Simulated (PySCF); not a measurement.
Ionising BiF

PBE; basis Bi def2-SVPD with ECP60, F def2-SVPD; scalar-relativistic core potentials; PySCF 2.14. Neutral (UKS): triplet (π ↑↑), Re = 2.092 Å, ωe = 518 cm⁻¹, De = 4.27 eV, HOMO -5.21 eV, LUMO -3.72 eV.

BiF⁺ (UKS): doublet (π ↑), Re = 2.016 Å, ωe = 608 cm⁻¹. The energies at the minima are -314.34227 hartree for BiF and -314.02949 for BiF⁺.

Task: Work out the adiabatic ionisation energy, without and with harmonic zero-point energies (1 hartree = 27.2114 eV, 1 eV = 8065.5 cm⁻¹), and the change of the bond length.

Result: At PBE: 0.31278 hartree = 8.511 eV between the minima; the zero-point term (608.0 − 518.0)/2 cm⁻¹ = +0.006 eV makes it 8.517 eV. Re changes by -7.6 pm against the neutral. The electron leaves a π orbital; in so polar a molecule the change of length follows mostly from the change of the ionic charges.

BiF⁻ (UKS): doublet (π ↑), Re = 2.206 Å, ωe = 402 cm⁻¹, De = 1.36 eV to Bi + F⁻. The energies at the minima are -314.34227 hartree for BiF and -314.37311 for BiF⁻.

Task: Work out the adiabatic electron affinity, without and with harmonic zero-point energies (1 hartree = 27.2114 eV, 1 eV = 8065.5 cm⁻¹), and the change of the bond length.

Result: At PBE: 0.03084 hartree = 0.839 eV between the minima; the zero-point term (518.0 − 402.0)/2 cm⁻¹ = +0.007 eV makes it 0.846 eV. Re changes by +11.4 pm against the neutral. The electron enters a π orbital; in so polar a molecule the change of length follows mostly from the change of the ionic charges.

Spin–orbit coupling is left out, which matters for elements this heavy, above all for dissociation energies. For an ion De counts to the pair picked by the measured ionisation energies or electron affinities, which need not be the lowest pair at this level. The highest Kohn–Sham level is positive in this anion. Much of that is self-interaction error, but it also means that the finite basis helps to hold the extra electron. States were picked by a PBE0 search and need not be the measured ground states.
